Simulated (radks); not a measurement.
Values are calculated unless marked as measured or tabulated.
Valence configurations of N III (all share [He]). Level of theory: non-relativistic Kohn-Sham, BLYP, spin-polarised, spherical densities, point nucleus; open shells are filled with parallel spins first (a radial shooting solver on a logarithmic mesh with Libxc functionals). Energies are relative to 2s2 2p1; eigenvalues in eV for spin up.

| valence | E (eV) | moment (Bohr magnetons) | e(2p) | e(2s) |
|---|---|---|---|---|
| 2s2 2p1 | 0.000 | 1 | -38.566 | -50.015 |
| 2s1.5 2p1.5 | 4.009 | 2 | -38.979 | -50.512 |
| 2s1 2p2 | 6.902 | 3 | -39.148 | -50.775 |
| 2s0.5 2p2.5 | 12.710 | 3 | -38.970 | -50.576 |
| 2p3 | 18.509 | 3 | -38.793 | - |

NIST lists [He] 2s2 2p1 as the ground configuration; this level of theory agrees among the configurations tried. The energies are those of spherical high-spin densities, not of single terms.
